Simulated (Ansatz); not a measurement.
Diatomic MgBe-, multiplicity 4 (an upper state: multiplicity 2 came lower at CCSD(T)/def2-TZVPP on PBE0 minima).

Constants: fifth-degree fit in 1/R to seven points, most abundant isotopes. In def2 and cc sets the state is the lowest found near the PBE0 minimum, followed along R.

Correlated levels freeze the inner cores; with def2 sets outer-core shells near the valence are correlated too.

Run with Ansatz (a first-principles code). 

**Question.** What bond length and harmonic frequency does PBE/def2-TZVPP give?

**Answer.** r_e = 2.334 Å, ω_e = 457 cm⁻¹.

**Question.** What bond length and harmonic frequency does wB97X-V/def2-TZVPP give?

**Answer.** r_e = 2.426 Å, ω_e = 460 cm⁻¹.

**Question.** What bond length and harmonic frequency does CCSD(T)/def2-TZVPP give?

**Answer.** r_e = 2.345 Å, ω_e = 453 cm⁻¹.

Doubts at one or more of the structures used: a spin-contaminated determinant (CCSD(T)/def2-TZVPP).
